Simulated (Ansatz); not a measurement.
Reaction (formal exchange of groups at the Si–N bond): `O[SiH2]N[Si](O)(Cl)Cl` + `C=CCO` → `C=C[Si](O)(Cl)Cl` + `OCN[SiH2]O`

Gas-phase electronic energies from Ansatz, PBE0-D4/def2-TZVP geometries. CCSD(T)/CBS adds triple-zeta CCSD(T) − MP2 to the extrapolated MP2 energy (def2 sets, frozen cores). DFT in def2-TZVPP. Each species was taken in one conformer, which may not be the lowest.

`O[SiH2]N[Si](O)(Cl)Cl`:

Cartesian coordinates in Å:
```
O -1.345 -1.356 0.361
Si -1.399 0.300 0.443
N 0.236 0.821 0.482
Si 1.542 0.236 -0.450
O 1.130 -1.185 -1.106
Cl 3.181 0.109 0.762
Cl 2.058 1.474 -1.981
H -2.101 -1.793 -0.035
H -2.048 0.786 1.686
H -2.159 0.774 -0.743
H 0.468 1.490 1.202
H 0.437 -1.655 -0.621
```

`C=CCO`:

```xyz
10

C     1.086   -0.067    1.109
C     0.319    0.534    0.210
C    -0.369   -0.174   -0.908
O    -1.770    0.025   -0.883
H     1.270   -1.137    1.068
H     1.566    0.483    1.911
H     0.140    1.605    0.272
H    -0.114   -1.242   -0.888
H    -0.037    0.225   -1.871
H    -2.089   -0.252   -0.020
```

`C=C[Si](O)(Cl)Cl`:

Cartesian coordinates in Å:
```
C 1.557 -0.641 -0.544
C 0.496 0.070 -0.914
Si -0.902 0.405 0.223
O -0.576 -0.303 1.649
Cl -1.176 2.420 0.468
Cl -2.658 -0.313 -0.551
H 2.381 -0.834 -1.225
H 1.643 -1.058 0.454
H 0.446 0.472 -1.923
H -1.212 -0.218 2.362
```

`OCN[SiH2]O`:

```xyz
12

O     1.388   -0.756   -0.639
C     0.932    0.601   -0.688
N     0.117    0.875    0.441
Si   -1.357   -0.007    0.640
O    -1.151   -1.582    1.062
H     1.883   -0.946   -1.442
H     0.341    0.752   -1.600
H     1.790    1.282   -0.710
H     0.654    1.067    1.274
H    -2.142    0.608    1.733
H    -2.040    0.108   -0.676
H    -0.416   -2.002    0.606
```

| species | r2SCAN energy (Eh) |
| --- | --- |
| `O[SiH2]N[Si](O)(Cl)Cl` | -1707.81115 |
| `C=CCO` | -193.08320 |
| `C=C[Si](O)(Cl)Cl` | -1363.82123 |
| `OCN[SiH2]O` | -537.04046 |

(1) Work out ΔE.

Largest T1 diagnostic among the species: 0.011.

Answers

(1) ΔE = (-1363.82123) + (-537.04046) − (-1707.81115) − (-193.08320) = 0.03266 Eh = +20.5 kcal/mol. CCSD(T)/CBS gives +21.0 kcal/mol.

From PBE to PBE0 (25 % exact exchange), in def2-TZVPP and without D4, ΔE moves by +1.3 kcal/mol.
